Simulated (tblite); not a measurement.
A geometry optimisation, step by step.

Species: C₄H₈BCl.
Numbering: `[CH3:1][CH2:2]/[CH:3]=[CH:4]\[BH:5][Cl:6]` (hydrogens: H7, H8, H9 on C1; H10, H11 on C2; H12 on C3; H13 on C4; H14 on B5)

Computed with GFN2-xTB (tblite), gas phase: L-BFGS steps from a force-field or distance-geometry start until the largest atomic force falls under 0.01 eV/Å. 6 of its 31 geometries are shown.

Step 0: E = -501.1318 eV, largest atomic force 1.990 eV/Å
```
atom  x, y, z in Å  |  force x, y, z in eV/Å
C1      2.103    0.100   -0.691    0.247   0.277  -0.160
C2      0.721   -0.364   -0.220    0.457  -0.213   0.400
C3     -0.201    0.791    0.012   -0.930  -0.112   0.136
C4     -1.480    0.666    0.422   -0.469  -1.138   0.391
B5     -2.169   -0.721    0.762   -0.816   0.654   0.102
Cl6    -3.925   -0.755    1.323    1.899   0.050  -0.594
H7      2.000    0.650   -1.657    0.231  -0.420   0.785
H8      2.564    0.777    0.071   -0.330  -0.562  -0.703
H9      2.763   -0.778   -0.840   -0.327   0.626   0.055
H10     0.848   -0.928    0.747   -0.212   0.385  -0.875
H11     0.292   -1.054   -0.976    0.159   0.328   0.474
H12     0.148    1.799   -0.181    0.339  -0.155  -0.064
H13    -2.085    1.555    0.570    0.221   0.042  -0.112
H14    -1.579   -1.740    0.636   -0.468   0.237   0.165
```

Step 6: E = -501.4212 eV, largest atomic force 0.108 eV/Å
```
atom  x, y, z in Å  |  force x, y, z in eV/Å
C1      2.096    0.108   -0.690    0.005   0.024  -0.007
C2      0.723   -0.351   -0.212    0.078  -0.043  -0.042
C3     -0.238    0.771    0.019    0.043  -0.004  -0.002
C4     -1.504    0.635    0.442   -0.017   0.026   0.000
B5     -2.190   -0.704    0.760   -0.008  -0.053   0.011
Cl6    -3.807   -0.745    1.286    0.004   0.062  -0.006
H7      2.016    0.641   -1.635    0.006   0.019   0.021
H8      2.559    0.763    0.044   -0.008   0.020  -0.018
H9      2.752   -0.750   -0.839   -0.054   0.046   0.012
H10     0.837   -0.916    0.715   -0.010  -0.032   0.045
H11     0.300   -1.037   -0.949   -0.029  -0.023  -0.012
H12     0.155    1.761   -0.179    0.032   0.030  -0.016
H13    -2.071    1.551    0.562   -0.018   0.034  -0.001
H14    -1.629   -1.726    0.654   -0.024  -0.104   0.013
```

Step 12: E = -501.4248 eV, largest atomic force 0.069 eV/Å
```
atom  x, y, z in Å  |  force x, y, z in eV/Å
C1      2.094    0.114   -0.690    0.030   0.014  -0.010
C2      0.725   -0.355   -0.212    0.024  -0.011   0.006
C3     -0.233    0.771    0.019   -0.003  -0.028  -0.002
C4     -1.499    0.631    0.441    0.005  -0.027   0.003
B5     -2.186   -0.715    0.761    0.018   0.065  -0.014
Cl6    -3.804   -0.721    1.284   -0.022   0.022   0.007
H7      2.014    0.651   -1.632   -0.028  -0.006  -0.002
H8      2.556    0.773    0.042   -0.019  -0.007   0.017
H9      2.748   -0.742   -0.839    0.025   0.012  -0.008
H10     0.837   -0.923    0.716    0.007   0.018  -0.018
H11     0.298   -1.042   -0.948    0.009   0.013  -0.001
H12     0.166    1.760   -0.183   -0.023  -0.028   0.011
H13    -2.068    1.549    0.560    0.005  -0.057   0.002
H14    -1.646   -1.752    0.660   -0.028   0.019   0.009
```

Step 18: E = -501.4271 eV, largest atomic force 0.042 eV/Å
```
atom  x, y, z in Å  |  force x, y, z in eV/Å
C1      2.098    0.121   -0.691   -0.012  -0.004   0.004
C2      0.734   -0.361   -0.215   -0.036  -0.002   0.017
C3     -0.226    0.761    0.017   -0.039   0.004   0.012
C4     -1.490    0.618    0.439   -0.035  -0.002   0.008
B5     -2.192   -0.715    0.762   -0.013   0.002   0.004
Cl6    -3.812   -0.686    1.284   -0.021   0.005   0.007
H7      2.003    0.659   -1.631    0.027   0.006   0.004
H8      2.546    0.781    0.047    0.017   0.003  -0.020
H9      2.761   -0.727   -0.844    0.033   0.018  -0.014
H10     0.845   -0.926    0.714    0.027  -0.019  -0.011
H11     0.304   -1.044   -0.951    0.033  -0.024  -0.009
H12     0.167    1.752   -0.183    0.000  -0.006   0.001
H13    -2.066    1.530    0.559    0.021   0.028  -0.006
H14    -1.673   -1.763    0.670   -0.003  -0.009   0.002
```

Step 24: E = -501.4291 eV, largest atomic force 0.048 eV/Å
```
atom  x, y, z in Å  |  force x, y, z in eV/Å
C1      2.101    0.128   -0.693    0.004   0.013  -0.002
C2      0.741   -0.369   -0.216    0.021  -0.007  -0.017
C3     -0.228    0.746    0.019    0.027  -0.010  -0.006
C4     -1.494    0.609    0.440    0.019   0.006  -0.007
B5     -2.208   -0.715    0.767   -0.040  -0.021   0.016
Cl6    -3.829   -0.656    1.288    0.006  -0.021  -0.001
H7      2.002    0.669   -1.630   -0.002   0.021  -0.016
H8      2.546    0.791    0.045    0.008   0.024   0.013
H9      2.782   -0.705   -0.853   -0.028  -0.017   0.010
H10     0.862   -0.938    0.709   -0.001  -0.012   0.015
H11     0.322   -1.055   -0.956   -0.006  -0.012  -0.004
H12     0.163    1.738   -0.179    0.008   0.003  -0.003
H13    -2.059    1.528    0.557    0.000   0.013  -0.001
H14    -1.701   -1.771    0.680   -0.017   0.019   0.003
```

Step 30: E = -501.4296 eV, largest atomic force 0.007 eV/Å
```
atom  x, y, z in Å  |  force x, y, z in eV/Å
C1      2.103    0.132   -0.694   -0.003  -0.002   0.001
C2      0.745   -0.372   -0.217    0.003   0.001  -0.001
C3     -0.227    0.741    0.019    0.003  -0.004  -0.001
C4     -1.493    0.607    0.439    0.002   0.004   0.000
B5     -2.215   -0.714    0.769    0.003   0.001  -0.001
Cl6    -3.836   -0.653    1.290   -0.004  -0.003   0.001
H7      2.002    0.676   -1.631   -0.003  -0.003   0.005
H8      2.546    0.797    0.045   -0.006  -0.004  -0.001
H9      2.782   -0.701   -0.854   -0.001   0.004   0.000
H10     0.868   -0.942    0.707    0.002   0.005  -0.003
H11     0.328   -1.061   -0.957    0.002   0.005   0.002
H12     0.164    1.733   -0.179    0.002  -0.007  -0.001
H13    -2.055    1.528    0.555    0.000   0.005   0.000
H14    -1.713   -1.771    0.684    0.000  -0.003   0.000
```

**Question.** Summarise the path.

**Answer.** The energy falls by 28.73 kJ/mol from step 0 to step 30; nine tenths of that is first reached at step 3. It falls at every step. The largest force goes from 1.990 to 0.007 eV/Å. Among the bonds B5–Cl6 changes most, from 1.844 to 1.703 Å; the atoms move by 0.072 Å rms after alignment.

The cost below is that of the whole relaxation. On one thread of an Arm Neoverse N1 (shared host), this took 0.25 s wall.
